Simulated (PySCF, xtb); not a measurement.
C₂H₄N₃, SMILES c1nc[nH+][nH]1, charge +1.

The structure is a stationary point at PBE0-D3(BJ)/def2-SVP. The isomer is the one that the SMILES or the coordinates give; other isomers of the formula were not compared.

Method: IEF-PCM-M06-2X/def2-SVP (PySCF 2.14.0).

The values are the electrostatic part of the solvation free energy, E(continuum) − E(gas) at the gas-phase geometry, in a cavity of scaled van der Waals radii (PySCF's table); cavitation and dispersion terms are not included. In vacuum the orbital gap is 10.07 eV.

Question: Estimate the values in water (ε = 78.36), chloroform (ε = 4.71), toluene (ε = 2.37). (Estimate from the structure and the level; the computed values follow.)

Answer: 
```
solvent         ε  ΔG(elec) (kcal/mol)  gap (eV)
----------  -----  -------------------  --------
water       78.36                -71.1     10.44
chloroform   4.71                -55.7     10.46
toluene      2.37                -40.3     10.33
```

For comparison, GFN2-xTB/ALPB(water) (xtb, at the GFN2-xTB geometry, all terms of that model) gives -67.7 kcal/mol.
